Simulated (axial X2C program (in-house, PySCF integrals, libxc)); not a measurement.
Low determinants of TbBr at the PBE0 level, two-component

Computed with an in-house all-electron X2C program for linear molecules (integrals from PySCF). Two-component (2c) means X2C with spin–orbit coupling and atomic mean-field two-electron Coulomb and Gaunt terms. Basis: Tb dyall-cv3z [13s13p10d7f3g], Br dyall-cv3z [8s9p6d4f1g] (cores contracted in-house); Gaussian nuclei, density fitting, unrestricted open shells. Masses: Tb 158.925 u, Br 78.918 u.

Search at 2.598 Å (vertical energies from the lowest determinant):

```csv
ΔE (eV),state,electrons beyond evenly filled partner blocks,"electrons in ±ω = 1/2, 3/2, 5/2, 7/2"
0.00,Ω = 5,"ω = 3/2, ω = 7/2",62 29 8 1
0.04,Ω = 6,"ω = 5/2, ω = 7/2",62 28 9 1
0.24,Ω = 4,"ω = 1/2, ω = 7/2",61 30 8 1
0.28,Ω = 7,"2 × ω = 1/2, ω = 5/2, ω = 7/2",62 28 9 1
0.30,Ω = 4,"ω = 1/2, ω = 7/2",63 28 8 1
0.35,Ω = 8,"ω = 1/2, ω = 3/2, ω = 5/2, ω = 7/2",61 29 9 1
0.39,Ω = 1,"ω = -5/2, ω = 7/2",62 28 9 1
```

Lowest determinant, Ω = 5 (⟨Sz⟩ = 2.97, ⟨Lz⟩ = 2.03 at PBE0): Re = 2.565 Å, ωe = 223.4 cm⁻¹.

The determinant in row 2 of the search, Ω = 6 (⟨Sz⟩ = 2.97, ⟨Lz⟩ = 3.03 at PBE0), was followed along the bond at PBE0; measured from the minimum of the lowest determinant it gives:

Te = 0.043 eV (345 cm⁻¹), Re = 2.587 Å, ωe = 213.7 cm⁻¹.

The determinant in row 3 of the search, Ω = 4 (⟨Sz⟩ = 3.97, ⟨Lz⟩ = 0.03 at PBE0), was followed along the bond at PBE0; measured from the minimum of the lowest determinant it gives:

Te = 0.249 eV (2008 cm⁻¹), Re = 2.599 Å, ωe = 222.1 cm⁻¹.

**Question.** Compare the bond of the determinant in row 2 with that of the lowest one.

**Answer.** At PBE0 its Re is 0.022 Å longer and its force constant, which goes as ωe², is 0.92 times that of the lowest determinant. T0 ≈ Te + Δωe/2 = 345 + (-5) = 340 cm⁻¹.

The search compares states at one distance, so a state with another bond length can lie lower; it is not exhaustive and yields mostly the lowest determinant of each block pattern, so other components and higher states of one pattern are missing. These are energies of single determinants, not of spin-adapted states; PBE0 term energies can be off by some tenths of an eV, and the functional has no current term. Open-shell Ω = 0 determinants with evenly filled partner blocks cannot be reached by this program, so the Ω shown need not be the lowest component. The lowest determinant need not be the ground state where others lie within half an eV.
